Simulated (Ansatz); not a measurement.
```yaml
crystal:
  periodic: [false, false, false]
  atoms:
    - {symbol: F, position_ang: [-0.900927, -0.144063, 1.650673]}
    - {symbol: Hf, position_ang: [0.009998, -0.014732, -0.008281]}
    - {symbol: F, position_ang: [1.636923, -0.985750, 0.086339]}
    - {symbol: F, position_ang: [-1.077937, -0.735924, -1.384845]}
    - {symbol: F, position_ang: [0.381842, 1.806871, -0.385287]}
basis:
  gaussian: {orbitals: def2-mTZVPP}
total_charge: 1
magnetization: {spin_polarized: true, initial_magnetization: 1}
hamiltonian: {xc: {name: HF}}
correlation: {method: mp2, frozen_orbitals: {F: 9}}
```

```sh
$ ansatz run in.yaml --threads 4 --pin off --events-out ev --progress --plain --max-ram 10444MiB
```

(1) How does Ansatz answer? (Estimate.)

Answers

(1) Computed: The input was rejected before any iteration.
```
Functional definition: HF
  name "HF"
  cite "Fock, Z. Phys. 61, 126 (1930) doi:10.1007/BF01340294"
  parent pbe
  exchange = exact_x
  correlation = 0
Error: "frozen_orbitals" has no count for Hf
```
